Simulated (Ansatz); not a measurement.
A run for Ansatz (a quantum-chemistry and plane-wave program): R-PBE0/def2-TZVPP on MgAl+, 2S+1 = 1, a spin state set in the input, which need not be the lowest. Charge +1.

Ansatz 0.2 input:
```yaml
crystal:
  periodic: [false, false, false]
  atoms:
    - {symbol: Mg, position_ang: [0.00000000, 0.00000000, 0.00000000]}
    - {symbol: Al, position_ang: [0.00000000, 0.00000000, 2.48900000]}
basis:
  gaussian:
    orbitals: def2-TZVPP
hamiltonian:
  xc: {name: PBE0}
total_charge: 1
relax: {f_tol: 0.002, max_steps: 120}
```

It printed:

```
WARN ansatz: RAYON_NUM_THREADS=2 ignored (pool sized by the plan → 2); use --threads N
Functional definition: PBE0
integrals: 0.02 GiB planned
588 factors; their error is unknown
mean field: 0.17 GiB planned
mean field evaluation 1: about -12026.8287 eV, gradient 1.1e1 eV
mean field evaluation 2: about -12026.6919 eV, gradient 1.2e1 eV
mean field evaluation 4: about -12027.4133 eV, gradient 2.2e-1 eV
mean field evaluation 8: about -12027.4455 eV, gradient 2.8e-3 eV
mean field -12027.44552643 eV, -442.0004706010 hartree, gradient 2.1e-5 eV, S^2 0.000000; 0 other end points of the search recorded, 0 dependent functions left out
the calculation of the forces begins
reference -12027.44555397 eV, -442.0004716131 hartree; 12, 12 occupied and 62, 62 virtual orbitals, 588 factors
relax step   1: F+E_penalty+E_count = -12027.44552643 eV  Δ(F+E_penalty+E_count) = +0.000e0 eV  max|allowed force component| = 2.805e0 eV/Å  Δτ_max = 0.0000 Å  (23 SCF iters, accepted)
these checks for a lower state are left out or cut short: starts, cluster_reference, orbital_swaps, neighbouring_geometries, increment
integrals: 0.02 GiB planned
588 factors; their error is unknown
mean field: 0.17 GiB planned
mean field evaluation 16: about -12028.0437 eV, gradient 1.0e-1 eV
mean field -12028.04386382 eV, -442.0224590945 hartree, gradient 2.4e-5 eV, S^2 0.000000; 0 other end points of the search recorded, 0 dependent functions left out
the calculation of the forces begins
reference -12028.04389193 eV, -442.0224601274 hartree; 12, 12 occupied and 62, 62 virtual orbitals, 588 factors
relax step   2: F+E_penalty+E_count = -12028.04386382 eV  Δ(F+E_penalty+E_count) = -5.983e-1 eV  max|allowed force component| = 5.829e-1 eV/Å  Δτ_max = 0.1979 Å  (26 SCF iters, accepted)
these checks for a lower state are left out or cut short: starts, cluster_reference, orbital_swaps, neighbouring_geometries, increment
integrals: 0.02 GiB planned
588 factors; their error is unknown
mean field: 0.17 GiB planned
mean field -12028.09074368 eV, -442.0241818974 hartree, gradient 5.7e-6 eV, S^2 0.000000; 0 other end points of the search recorded, 0 dependent functions left out
the calculation of the forces begins
reference -12028.09077200 eV, -442.0241829384 hartree; 12, 12 occupied and 62, 62 virtual orbitals, 588 factors
relax step   3: F+E_penalty+E_count = -12028.09074368 eV  Δ(F+E_penalty+E_count) = -4.688e-2 eV  max|allowed force component| = 2.041e-1 eV/Å  Δτ_max = 0.2000 Å  (27 SCF iters, accepted)
these checks for a lower state are left out or cut short: starts, cluster_reference, orbital_swaps, neighbouring_geometries, increment
integrals: 0.02 GiB planned
588 factors; their error is unknown
mean field: 0.17 GiB planned
mean field evaluation 32: about -12028.1009 eV, gradient 4.0e-2 eV
mean field -12028.10089005 eV, -442.0245547697 hartree, gradient 2.2e-5 eV, S^2 0.000000; 0 other end points of the search recorded, 0 dependent functions left out
the calculation of the forces begins
reference -12028.10091826 eV, -442.0245558064 hartree; 12, 12 occupied and 62, 62 virtual orbitals, 588 factors
relax step   4: F+E_penalty+E_count = -12028.10089005 eV  Δ(F+E_penalty+E_count) = -1.015e-2 eV  max|allowed force component| = 1.623e-1 eV/Å  Δτ_max = 0.1203 Å  (24 SCF iters, accepted)
these checks for a lower state are left out or cut short: starts, cluster_reference, orbital_swaps, neighbouring_geometries, increment
integrals: 0.02 GiB planned
588 factors; their error is unknown
mean field: 0.17 GiB planned
mean field -12028.10732148 eV, -442.0247911205 hartree, gradient 2.4e-5 eV, S^2 0.000000; 0 other end points of the search recorded, 0 dependent functions left out
the calculation of the forces begins
reference -12028.10734974 eV, -442.0247921590 hartree; 12, 12 occupied and 62, 62 virtual orbitals, 588 factors
relax step   5: F+E_penalty+E_count = -12028.10732148 eV  Δ(F+E_penalty+E_count) = -6.431e-3 eV  max|allowed force component| = 3.178e-2 eV/Å  Δτ_max = 0.0533 Å  (23 SCF iters, accepted)
these checks for a lower state are left out or cut short: starts, cluster_reference, orbital_swaps, neighbouring_geometries, increment
integrals: 0.02 GiB planned
588 factors; their error is unknown
mean field: 0.17 GiB planned
mean field -12028.10763275 eV, -442.0248025594 hartree, gradient 2.6e-5 eV, S^2 0.000000; 0 other end points of the search recorded, 0 dependent functions left out
the calculation of the forces begins
reference -12028.10766100 eV, -442.0248035975 hartree; 12, 12 occupied and 62, 62 virtual orbitals, 588 factors
relax step   6: F+E_penalty+E_count = -12028.10763275 eV  Δ(F+E_penalty+E_count) = -3.113e-4 eV  max|allowed force component| = 4.654e-3 eV/Å  Δτ_max = 0.0113 Å  (23 SCF iters, accepted)
these checks for a lower state are left out or cut short: starts, cluster_reference, orbital_swaps, neighbouring_geometries, increment
integrals: 0.02 GiB planned
588 factors; their error is unknown
mean field: 0.17 GiB planned
mean field -12028.10763927 eV, -442.0248027991 hartree, gradient 2.4e-5 eV, S^2 0.000000; 0 other end points of the search recorded, 0 dependent functions left out
the calculation of the forces begins
reference -12028.10766752 eV, -442.0248038373 hartree; 12, 12 occupied and 62, 62 virtual orbitals, 588 factors
relax step   7: F+E_penalty+E_count = -12028.10763927 eV  Δ(F+E_penalty+E_count) = -6.524e-6 eV  max|allowed force component| = 2.149e-5 eV/Å  Δτ_max = 0.0014 Å  (18 SCF iters, accepted)
integrals: 0.02 GiB planned
588 factors; their error is unknown
mean field: 0.17 GiB planned
mean field evaluation 64: about -12028.1076 eV, gradient 1.2e-4 eV
mean field -12028.10763927 eV, -442.0248027991 hartree, gradient 2.4e-5 eV, S^2 0.000000; 1 other end points of the search recorded, 0 dependent functions left out
the calculation of the forces begins
reference -12028.10766752 eV, -442.0248038373 hartree; 12, 12 occupied and 62, 62 virtual orbitals, 588 factors
Total energy: -12028.10766752 eV, -442.0248038373 hartree
Atom 0 at     0.000000     0.000000    -0.321047 Å, force    -0.000000     0.000000     0.000021 eV/Å
Atom 1 at    -0.000000    -0.000000     2.810047 Å, force     0.000000    -0.000000    -0.000021 eV/Å
Dipole moment:     0.000000     0.000000    -0.136827 e Å
```

Self-consistency was reached.

Cost: roughly 12 core-seconds.
